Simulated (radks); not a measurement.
Valence configurations of Dy2+ (all share [Xe]). Method: scalar-relativistic Kohn-Sham, r2SCAN, spin-unpolarised, spherical densities, finite nucleus; meta-GGA in the generalised Kohn-Sham scheme; Fermi nuclear charge, rms radius 5.2218 fm; computed with a radial shooting solver on a logarithmic mesh with Libxc functionals. Energies are relative to 4f10; eigenvalues in eV.

| valence | E (eV) | e(4f) | e(5d) | e(6p) | e(6s) |
|---|---|---|---|---|---|
| 4f10 | 0.000 | -16.704 | - | - | - |
| 4f9.5 5d0.5 | 2.405 | -19.746 | -13.894 | - | - |
| 4f9 5d1 | 5.936 | -23.006 | -14.781 | - | - |
| 4f9 6p1 | 10.808 | -27.095 | - | -12.279 | - |
| 4f8 5d2 | 16.836 | -30.087 | -16.478 | - | - |
| 4f8 5d1.5 6s0.5 | 17.404 | -31.594 | -17.505 | - | -16.256 |
| 4f8 5d0.5 6s1.5 | 18.813 | -34.660 | -19.491 | - | -17.893 |
| 4f8 6s2 | 19.690 | -36.221 | - | - | -18.576 |
| 4f8 6p2 | 30.331 | -38.663 | - | -14.298 | - |
| 4f7 6s2 6p1 | 48.126 | -48.876 | - | -15.063 | -21.101 |

NIST lists [Xe] 4f10 as the ground configuration; this level of theory agrees among the configurations tried. The energies are those of spherical spin-averaged densities, not of single terms.
